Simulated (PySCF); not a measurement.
## Carbon: a sound run and one with changed settings

Sound run: C⁺ [He] 2s2 2p1, C²⁺ [He] 2s2. Calculation: PySCF 2.14, in x2c-SVPall (3s2p1d, 14 functions); scalar relativity by spin-free X2C-1e. In the sound run the correlated levels freeze 1s2. The sound run starts from symmetry-adapted Hartree-Fock orbitals and uses a fine grid where one is needed.

Changed run: a valence shell is frozen. This setting is unsound on purpose.

Ionisation energy of C⁺:

| method | sound run (eV) | changed run (eV) |
| --- | --- | --- |
| UHF | 24.304 | 24.304 |
| MP2 | 24.351 | 24.304 |
| SCS-MP2 | 24.305 | 24.304 |
| CCSD | 24.129 | 24.304 |
| CCSD(T) | 24.149 | 24.304 |
| CCSDT | n/a | 24.304 |
| FCI | n/a | 24.304 |

Freezing a valence shell removes pair correlation that changes on ionisation.

For comparison, NIST gives 24.383 eV between the lowest levels.
